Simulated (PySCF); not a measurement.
PySCF 2.14 output of an unrestricted LDA calculation on a single atom or ion in pcseg-2, with the non-relativistic Hamiltonian (point nucleus):

```
SCF conv_tol = 1e-09
number electrons alpha = 9  beta = 8
    P. A. M. Dirac.,  Math. Proc. Cambridge Philos. Soc. 26, 376 (1930)
    F. Bloch.,  Z. Phys. 57, 545 (1929)
    S. H. Vosko, L. Wilk, and M. Nusair.,  Can. J. Phys. 58, 1200 (1980)
cycle= 1 E= -673.182607774567  delta_E= -0.00545  |g|= 0.00933  |ddm|= 0.0849
cycle= 2 E= -673.182627437275  delta_E= -1.97e-05  |g|= 0.000755  |ddm|= 0.00455
cycle= 3 E= -673.182627630526  delta_E= -1.93e-07  |g|= 7.11e-05  |ddm|= 0.000605
cycle= 4 E= -673.182627632343  delta_E= -1.82e-09  |g|= 1.22e-05  |ddm|= 0.000105
cycle= 5 E= -673.182627632395  delta_E= -5.15e-11  |g|= 3.67e-07  |ddm|= 1.61e-05
converged SCF energy = -673.182627632395  <S^2> = 0.75081714  2S+1 = 2.000817
```

The run itself started from symmetry-adapted Hartree-Fock orbitals and held the occupation by maximum overlap, on a logarithmic radial grid, so the iterations belong to that start.

Problem. Which element, charge and spin multiplicity is this?

Solution. Ca³⁺ (calcium, charge +3), multiplicity 2; the state was [Ne] 3s2 3p5, 2P determinant.
